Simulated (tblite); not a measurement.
A tight-binding relaxation on `CC1=[CH][GeH2][C@@H]1CCCl`.

Computed with GFN2-xTB geometry optimisation, gas phase (tblite 0.8.0). Start geometry: from a force field or distance geometry. The input is one job of a driver script: a line of settings, then coordinates in Å.

Command:
```bash
OMP_NUM_THREADS=1 python probes_run.py task.json out
```

Input:
```
{"job": {"kind": "relax", "xc": "GFN2-xTB", "basis": "xTB"}, "charge": 0, "multiplicity": 1}
C     -2.125700    -1.487100     0.042100
C     -1.328000    -0.174100     0.035000
C     -1.700000     1.023600    -0.208600
Ge    -0.084400     1.911800     0.024800
C      0.070200     0.032400     0.349800
C      1.061900    -0.560300    -0.664200
C      2.440000    -0.251800    -0.181100
Cl     2.699400     1.486700    -0.044500
H     -1.562300    -2.245600     0.590500
H     -3.099200    -1.255600     0.548300
H     -2.285600    -1.734800    -1.024300
H     -2.727000     1.407300    -0.493700
H      0.096500     2.767900     1.306900
H      0.670800     2.393400    -1.227500
H      0.363200    -0.265400     1.385400
H      0.838700    -1.636400    -0.730600
H      0.893400    -0.015700    -1.610700
H      2.599400    -0.740500     0.818500
H      3.168900    -0.646400    -0.908500
```

Output:
```
step      E/eV     max force
  0    -675.68827    7.205
  1    -676.08603    4.618
  2    -676.33505    1.125
  3    -676.43259    1.285
  4    -676.54953    1.466
  5    -676.60982    0.638
  6    -676.63772    0.370
  7    -676.66774    0.655
  8    -676.69597    0.876
  9    -676.71930    0.649
... (96 lines left out)
106    -676.82425    0.045
107    -676.82448    0.045
108    -676.82463    0.032
109    -676.82469    0.013
110    -676.82472    0.012
111    -676.82474    0.013
112    -676.82475    0.012
113    -676.82477    0.010
114    -676.82478    0.011
115    -676.82479    0.009
```

«max force» is the largest atomic force in eV/Å.

Problem. From which step on does the largest force stay under 0.1 eV/Å, and how much energy is left to gain from there?

Solution. From step 39 (0.071 eV/Å), 25.5 meV above the end.

In short: energy lowered by 26.2 kcal/mol over 115 steps; largest atomic force 0.009 eV/Å at the end.

Problem. Where do the atoms end?

Solution. 0.313 Å rms from the input after alignment:
```
atom  x, y, z in Å
C1    -2.0547   -1.4054   -0.0334
C2    -1.3687   -0.0869    0.0502
C3    -1.8830    1.1427   -0.0646
Ge4   -0.1498    2.0411    0.1265
C5     0.1113    0.0508    0.3390
C6     1.0602   -0.6420   -0.6250
C7     2.5081   -0.3839   -0.2448
Cl8    2.8340    1.3639   -0.1521
H9    -1.8549   -1.9924    0.8635
H10   -3.1294   -1.2761   -0.1397
H11   -1.6845   -1.9701   -0.8900
H12   -2.9224    1.3742   -0.2359
H13    0.1329    2.9724    1.2843
H14    0.3475    2.7061   -1.1338
H15    0.3335   -0.2891    1.3560
H16    0.9055   -1.7259   -0.6125
H17    0.8747   -0.2822   -1.6406
H18    2.7320   -0.7915    0.7413
H19    3.1979   -0.7965   -0.9805
```

The run took 1.7 s on one thread, Arm Neoverse N1 (aarch64), no GPU (shared host).
Labels such as C1 count atoms from 1, the log's own numbers from 0.
